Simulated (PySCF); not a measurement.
Atoms are numbered as in `[CH3:1][c:2]1[cH:3][c:4]([SiH3:5])[cH:6][n:7][n:8]1` (H(Xn): hydrogen on atom n).

[PySCF 2.14.0 with density-fitted response routines: GIAO PBE0/pcSseg-1 shieldings; GFN2-xTB structure; a single conformation; no solvent; non-relativistic; one averaged value for each set of equivalent atoms]

Chemical shifts δ = σref − σ; ¹³C (186.93 ppm) and ¹H (31.72 ppm) and ²⁹Si (349.16 ppm) against TMS; NH3 for ¹⁵N (267.73 ppm), all at this level.

| atoms | nucleus | count | δ (ppm) |
| --- | --- | --- | --- |
| C1 | ¹³C | 1 | ? |
| N8 | ¹⁵N | 1 | 458.2 |
| H(C6) | ¹H | 1 | 9.44 |
| H(C1) | ¹H | 3 | ? |
| H(C3) | ¹H | 1 | 7.57 |
| N7 | ¹⁵N | 1 | 461.0 |
| C3 | ¹³C | 1 | ? |
| C6 | ¹³C | 1 | 157.7 |
| Si5 | ²⁹Si | 1 | ? |
| C2 | ¹³C | 1 | 162.8 |
| C4 | ¹³C | 1 | 132.7 |
| H(Si5) | ¹H | 3 | 4.50 |

Complete the table.

## Answers


- C3: 137.3 ppm, aromatic CH; the aromatic region
- C1: 25.2 ppm, methyl carbon on an aromatic ring; aliphatic region, no heteroatom directly attached
- H(C1): 2.94 ppm, hydrogen on a methyl carbon on an aromatic ring; benzylic-type position, deshielded by the ring
- Si5: -70.1 ppm, silicon bonded to C, 3 H

Shifts are as computed. Against solution values, carbons near 30 ppm lie about +3 ppm off and those near 130 ppm about +5 ppm. Of 1211 compounds with measured shifts, 218 miss one by over three times the rms of a fit or turn the order of signals round; such compounds aren't used in these exercises. Experimental scales use liquid or dissolved standards, which lie at an offset from isolated NH3 (liquid NH3: subtract about 20 ppm). Unscaled 15N shifts of sp2 nitrogen come out 20 to 40 ppm too high even then.
